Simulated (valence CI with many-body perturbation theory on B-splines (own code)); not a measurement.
Results of a calculation; reference values are marked as such.
**Sensitivity of CI+MBPT for I21+**

Method: configuration interaction combined with many-body perturbation theory (CI+MBPT): four valence electrons over a frozen Dirac-Fock core [Ar] 3d10, a basis of 6 s, 6 p, 5 d, 3 f, 1 g functions for each j, with the one-electron correlation potential Σ1 (screened to all orders), the two-electron term Σ2, the three-electron term Σ3, Breit, model QED; selected single and double excitations, second order for the rest, scaled by the run's own slope (own B-spline code, finite nucleus).

No measured levels were compared; by estimate levels hold to about 250 cm⁻¹ or 0.2 % of their energy and the worst to 1 %, as in measured heavy ions of charge 2 to 7; those with d or f electrons hold less well.

The reference run has the lowest level (4s^2 4p1/2^2) J=0 and an ionisation energy of 649.992 eV. Its largest variational space holds 9998 state functions.

Levels are named by their leading jj configuration (3d3/2^4 stands for four electrons in 3d with j = 3/2), which in mixed levels can hold well under half, so a name can repeat and another be missing. Letters in brackets count levels of one name in rising energy.

Changed runs:
A. core polarisation of operators on → off
B. scale of Σ1 1 → 0; scale of Σ2 1 → 0; three-electron term on → off
C. factor on the speed of light 1 → 100; QED terms on → off
D. logarithmic knot step 0.27 → 0.8 (bad on purpose)

Excitation energies of the reference run in cm⁻¹, and shifts in cm⁻¹:

| Level | Reference | A | B | C | D |
| --- | --- | --- | --- | --- | --- |
| (4s^2 4p1/2 4p3/2) J=1 | 100414 | 0 | -1539 | -100410 | +152 |
| (4s^2 4p1/2 4p3/2) J=2 | 119538 | 0 | -1213 |  | +143 |
| (4s^2 4p3/2^2) J=2 | 234733 | 0 | -2503 |  | +275 |
| (4s^2 4p3/2^2) J=0 | 280785 | 0 | -1484 | -202801 | +230 |
| (4s 4p1/2^2 4p3/2) J=2 | 473714 | 0 | -4464 | -193682 | -2989 |
| (4s 4p1/2^2 4p3/2) J=1 | 544763 | 0 | -1433 | -178755 | -2975 |
| (4s 4p1/2 4p3/2^2) J=2 [a] | 579561 | 0 | -4311 | -213552 | -2855 |
| (4s 4p1/2 4p3/2^2) J=3 | 611009 | 0 | -4042 | -245000 | -2835 |
| (4s 4p1/2 4p3/2^2) J=0 | 651214 | 0 | -2651 | -245257 | -2876 |
| (4s 4p1/2 4p3/2^2) J=1 [a] | 665090 | 0 | -2054 | -259133 | -2857 |
| (4s 4p1/2 4p3/2^2) J=2 [b] | 670570 | 0 | -1786 |  | -2698 |
| (4s 4p1/2 4p3/2^2) J=1 [b] | 713704 | 0 | +5171 | -219098 | -2993 |
| Ionisation energy (eV) | 649.992 | 0 | -1.265 | -14.451 | -0.071 |

A blank means that the level has no clear partner in that run.

No effect on these energies: A.
